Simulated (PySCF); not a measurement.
Dissociation curve of AgH, singlet.

Method: CCSD(T) on UHF/def2-TZVP, def2 effective core potentials past Kr (PySCF).

Problem. Relative to R = 1.62 Å, what are the energies at R = 1.44, 1.78, 1.87, 4.34 Å?

Solution. 19.9 kJ/mol at 1.44 Å, 13.1 kJ/mol at 1.78 Å, 26.4 kJ/mol at 1.87 Å, 218.9 kJ/mol at 4.34 Å.

The unrestricted determinant behind UCCSD(T) is spin-contaminated at 2.18 to 6.43 Å (<S²> up to 1.0, against 0.00 for a pure singlet).
